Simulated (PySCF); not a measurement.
A structure optimised at r2SCAN-D4/def2-SVPD, used in a PySCF frequency run:

```
B
Br 1 2.0259
Br 1 2.0259 2 112.61
Br 1 2.0259 2 112.61 3 -128.67
```
Charge -1, spin multiplicity 2.

**Question.** Write its SMILES, formula and point group.

**Answer.** Br[B-](Br)Br, BBr3, C3v

**Question.** What are its rotational constants (standard atomic weights)?

**Answer.** 1.1051, 1.1051, 0.55652 GHz
